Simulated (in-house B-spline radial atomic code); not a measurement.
Zn²⁷⁺. Computed with a B-spline radial atomic code. Model: all-electron spherical atom, spin shells full or empty, radial basis limit, no spin-orbit coupling: exact exchange with a local potential (Slater, KLI or optimised effective potential, whose far tail is KLI's), no correlation.

Empty minority-spin level lies below the highest occupied level: each spin potential is zero at infinity, spin occupations fixed.

The run also made RPA and GW results, which its time includes.

The Slater potential averages the orbital exchange potentials with the orbital densities as weights, KLI adds orbital constants, and the optimised effective potential minimises the exact-exchange energy among local potentials. So their energies lie above Hartree-Fock in the order OEP, KLI, Slater. All fall off as −1/r, unlike LDA and GGA exchange.

Command:
```bash
python run_gw.py task.json out
```
Settings (lengths in bohr, energies in hartree):
```
Z                      30
electrons              3
configuration          [He] 2s1
hamiltonian            nr
method                 oep
lmax                   9
spin_polarised         True
box_radius             3.29
intervals              62
ion_configuration      1s2
```

Cost of the run: 2.6 s on 1 thread of Arm Neoverse N1, on a shared host.

Given: hamiltonian non-relativistic; mean-field start exchange-only OEP.

Computed: energy above Hartree-Fock 0.44077 millihartree; virial ratio -E/T less 1 0.

```
radius (bohr)  r times exchange potential up (hartree bohr)  r times exchange potential down (hartree bohr)
      0.00167                                     -0.044012                                       -0.049458
      0.00196                                     -0.051616                                       -0.058012
       0.0023                                     -0.060513                                       -0.068023
       0.0027                                     -0.070942                                       -0.079767
      0.00317                                     -0.083142                                       -0.093518
      0.00372                                     -0.097333                                        -0.10953
      0.00437                                      -0.11396                                        -0.12833
      0.00514                                      -0.13346                                        -0.15041
      0.00603                                      -0.15566                                        -0.17563
      0.00709                                      -0.18162                                        -0.20521
      0.00832                                      -0.21095                                        -0.23885
      0.00977                                      -0.24443                                        -0.27746
       0.0115                                      -0.28261                                        -0.32195
       0.0135                                      -0.32433                                         -0.3711
       0.0158                                      -0.36887                                        -0.42451
       0.0186                                      -0.41819                                         -0.4849
       0.0218                                      -0.46797                                        -0.54776
       0.0257                                      -0.51961                                        -0.61577
       0.0301                                      -0.56693                                        -0.68191
       0.0354                                             ?                                               ?
       0.0416                                      -0.64466                                         -0.8098
       0.0488                                      -0.66582                                        -0.86381
       0.0573                                      -0.66911                                        -0.90905
       0.0673                                      -0.63911                                        -0.94403
       0.0791                                      -0.55653                                        -0.96882
       0.0929                                      -0.44183                                        -0.98448
        0.109                                      -0.46642                                        -0.99321
        0.128                                       -0.6349                                        -0.99749
         0.15                                      -0.76361                                        -0.99922
        0.177                                      -0.84776                                        -0.99982
        0.208                                      -0.90552                                        -0.99997
        0.244                                      -0.94836                                              -1
        0.286                                      -0.97582                                              -1
        0.336                                             ?                                               ?
        0.395                                      -0.99744                                              -1
        0.464                                      -0.99924                                              -1
        0.545                                       -1.0002                                              -1
```

(1) What belongs in the row 0.0354?

(2) What belongs in the row 0.336?

| occupied | level (hartree) | Hartree-Fock level (hartree) |
| --- | --- | --- |
| 1s up | -421.26 | -426 |
| 1s down | -425.39 | -425.39 |
| 2s up | -100.81 | -100.81 |

| empty | level (hartree) |
| --- | --- |
| 2s down | -101.92 |
| 2p down | -100.65 |
| 2p up | -98.661 |
| 3s down | -44.626 |
| 3s up | -44.351 |
| 3p down | -44.2 |
| 3p up | ? |
| 3d down | -43.758 |
| 3d up | -43.566 |
| 4s down | -24.942 |
| 4s up | ? |
| 4p down | -24.761 |
| 4p up | -24.594 |
| 4d down | -24.593 |

(3) What belongs in the row 3p up?

(4) What belongs in the row 4s up?

Answers

(1) r times exchange potential up (hartree bohr): -0.61009; r times exchange potential down (hartree bohr): -0.7482.

(2) r times exchange potential up (hartree bohr): -0.99091; r times exchange potential down (hartree bohr): -1.

(3) level (hartree): -43.771.

(4) level (hartree): -24.83.

The highest level, 2s up, differs from Hartree-Fock by -0.0034 eV and the deepest, 1s down, by -5.44e-05 eV: a local potential can match the highest level but can't give each shell its own exchange.
